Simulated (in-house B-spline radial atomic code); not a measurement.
**Ionising the bromine ion Br³⁺ with different functionals**

Computed with a B-spline radial code for spherical atoms: non-relativistic Hamiltonian, point nucleus, spin-polarised at highest spin, spherical fractional occupations for the functionals, and exact exchange of hybrids averaged over the configuration. The ionisation energy is the difference of two self-consistent energies, [Ar] 3d10 4s2 4p2 → [Ar] 3d10 4s2 4p1, without Breit or QED terms; ε is the level of the shell that loses the electron (its least bound occupied spin orbital). There is no spin-orbit coupling in this Hamiltonian.

```csv
method,rung,ΔSCF (eV),-ε(4p) (eV)
PBE0,global hybrid,46.86,42.48
B3LYP,global hybrid,46.85,42.08
TPSSh,global hybrid,46.91,41.63
M06-2X,global hybrid,?,?
BHandHLYP,global hybrid,46.72,43.84
r2SCAN0,global hybrid,47.11,42.80
B97-1,global hybrid,46.70,42.08
HSE06,range-separated hybrid,46.81,42.02
wB97X,range-separated hybrid,46.58,44.85
CAM-B3LYP,range-separated hybrid,?,?
LC-wPBE,range-separated hybrid,46.96,45.57
```

Q: What does CAM-B3LYP give?

A: ΔSCF 46.86 eV, and -ε(4p) = 43.90 eV.

Q: What does M06-2X give?

A: ΔSCF 46.84 eV, and -ε(4p) = 44.11 eV.

Q: Among the functionals, which spreads more, the ΔSCF values or the orbital energies?

A: The orbital energies: ΔSCF values span about 0.53 eV and the orbital energies 3.93 eV; here energy differences depend much less on the functional than eigenvalues do.

Q: How do they compare with the NIST value?

A: NIST lists 47.78 eV ± 0.012 (measured, ground level to ground level). Errors run from -1.20 to -0.67 eV. The correlated functionals all miss on the same side by more than they spread, so the cause is common to them (relativity, Breit-QED terms, multiplet and fine-structure energies, or a listed next ion that isn't the cheapest removal here) and closeness doesn't rank the functionals.
